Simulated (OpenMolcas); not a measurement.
Computed levels of 3d⁴ in ions with 22 electrons, in cm-1 above ⁵D₀.

```yaml
Program: OpenMolcas
Method: MS-CASPT2, IPEA 0.25 Eh, imaginary shift 0.1 Eh
Basis: ANO-R3
Scalar_Hamiltonian: X2C, finite nucleus
Spin-orbit_coupling: state interaction with AMFI integrals over the reference wave functions, term energies averaged over their components
```

Active space for each ion: 4 electrons in 5 orbitals (3d); closed shells correlated by CASPT2: 3s 3p.

| Level | Mn3+ | Co5+ | Ni6+ | Cu7+ |
| --- | --- | --- | --- | --- |
| ⁵D₁ | 102 | 210 | 287 | 387 |
| ⁵D₂ | 302 | 611 | 831 | 1108 |
| ⁵D₃ | 589 | 1176 | 1588 | 2100 |
| ⁵D₄ | 953 | 1881 | 2520 | 3300 |
| ³P₀(1) | 20450 | 27190 | 30230 | 33030 |
| ³P₁(1) | 21070 | 28450 | 31950 | 35310 |
| ³H₄ | 21170 | 28470 | 31900 | 35200 |
| ³H₅ | 21390 | 28940 | 32560 | 36110 |
| ³H₆ | 21640 | 29450 | 33240 | 37020 |

Question: Estimate ⁵D₄, ³P₀(1), ³P₁(1) for Fe4+ from its neighbours Mn3+ and Co5+.

Answer: ⁵D₄ is fine structure, which grows about as the fourth power of a screened charge, so the fourth roots are averaged: ((953^0.25 + 1881^0.25) / 2)^4 = 1358. The calculation gives 1372, so the estimate is off by -1.0 %; the measured value is 1283 (Corliss and Sugar, J. Phys. Chem. Ref. Data 11, 135 (1982)).
³P₀(1) is another term, which grows about linearly with the charge: (20450 + 27190) / 2 = 23820. The calculation gives 24000, so the estimate is off by -0.7 %; the measured value is 24055 (Corliss and Sugar, J. Phys. Chem. Ref. Data 11, 135 (1982)).
³P₁(1) is another term, which grows about linearly with the charge: (21070 + 28450) / 2 = 24760. The calculation gives 24900, so the estimate is off by -0.6 %; the measured value is 24973 (Corliss and Sugar, J. Phys. Chem. Ref. Data 11, 135 (1982)).

CASPT2 breaks the degeneracy within a term, and the mean is taken; among the terms shown or strongly mixed into the levels shown the widest spread is 310 cm-1 (3d⁴ ³H, Mn3+). The CASPT2 spread within a term exceeds the gap to the next term for 3d⁴ ³H and 3d⁴ ³P(1), so the order of their levels is uncertain (holds for Mn3+). Measured partners are found by configuration, term and J. A level has none where our copy of the source lacks it or the pairing is in doubt (some pairs that miss far off the trend of their configuration count as doubtful), and it then counts in no deviation. Levels of configurations outside the active space are missing.

A number in round brackets counts repeated terms of one configuration in the order of the reference energies.
